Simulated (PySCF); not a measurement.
**Electron correlation in Co (cobalt, neutral)**

[Ar] 3d8 4s1, high-spin 4F determinant (an excited configuration). All numbers are calculated (PySCF 2.14, the non-relativistic Hamiltonian (point nucleus), in def2-QZVPPD). Frozen: [Ar]; 9 electrons correlated.

```
  level  correlation energy (mhartree)
   CCSD                        -299.96
    (T)                         -14.90
CCSD(T)                        -314.86
```

Diagnostics: T1 = 0.026, D1 = 0.0706, largest double amplitude 0.021.

Cost of the coupled-cluster step: roughly 30 core-seconds, for 9 correlated electrons.

Iterations:

```
CC2 = 0
CCSD nocc = (np.int64(6), np.int64(3)), nmo = (91, 91)
frozen orbitals [[0, 1, 2, 3, 4, 5, 6, 7, 8], [0, 1, 2, 3, 4, 5, 6, 7, 8]]
max_cycle = 100
direct = 0
conv_tol = 1e-08
conv_tol_normt = 1e-06
diis_space = 8
diis_start_cycle = 0
Init t2, MP2 energy = -0.322856546172413
Init E_corr(UCCSD) = -0.322856546173256
cycle = 1  E_corr(UCCSD) = -0.286184221463341  dE = 0.0366723247  norm(t1,t2) = 0.111823
cycle = 2  E_corr(UCCSD) = -0.302034458070343  dE = -0.0158502366  norm(t1,t2) = 0.0550461
cycle = 3  E_corr(UCCSD) = -0.298886430453301  dE = 0.00314802762  norm(t1,t2) = 0.0406231
cycle = 4  E_corr(UCCSD) = -0.299330958478216  dE = -0.000444528025  norm(t1,t2) = 0.0106726
cycle = 5  E_corr(UCCSD) = -0.299863094610324  dE = -0.000532136132  norm(t1,t2) = 0.00370144
cycle = 6  E_corr(UCCSD) = -0.299983695079375  dE = -0.000120600469  norm(t1,t2) = 0.00125631
cycle = 7  E_corr(UCCSD) = -0.299939723881351  dE = 4.3971198e-05  norm(t1,t2) = 0.000652515
cycle = 8  E_corr(UCCSD) = -0.299939300100196  dE = 4.23781154e-07  norm(t1,t2) = 0.000289907
cycle = 9  E_corr(UCCSD) = -0.299956332853847  dE = -1.70327537e-05  norm(t1,t2) = 0.000136461
cycle = 10  E_corr(UCCSD) = -0.299956408363878  dE = -7.55100303e-08  norm(t1,t2) = 5.69393e-05
cycle = 11  E_corr(UCCSD) = -0.299954935075154  dE = 1.47328872e-06  norm(t1,t2) = 2.57958e-05
cycle = 12  E_corr(UCCSD) = -0.299955572786653  dE = -6.37711499e-07  norm(t1,t2) = 1.02008e-05
cycle = 13  E_corr(UCCSD) = -0.299955377780709  dE = 1.95005944e-07  norm(t1,t2) = 3.01358e-06
cycle = 14  E_corr(UCCSD) = -0.299955338930585  dE = 3.88501241e-08  norm(t1,t2) = 1.55509e-06
cycle = 15  E_corr(UCCSD) = -0.299955372132047  dE = -3.32014615e-08  norm(t1,t2) = 7.55814e-07
cycle = 16  E_corr(UCCSD) = -0.299955351547212  dE = 2.05848342e-08  norm(t1,t2) = 2.35294e-07
cycle = 17  E_corr(UCCSD) = -0.299955348776655  dE = 2.77055739e-09  norm(t1,t2) = 1.14126e-07
UCCSD converged
E(UCCSD) = -1381.666165566622  E_corr = -0.2999553487766549
UCCSD(T) correction = -0.0148994685314214
```
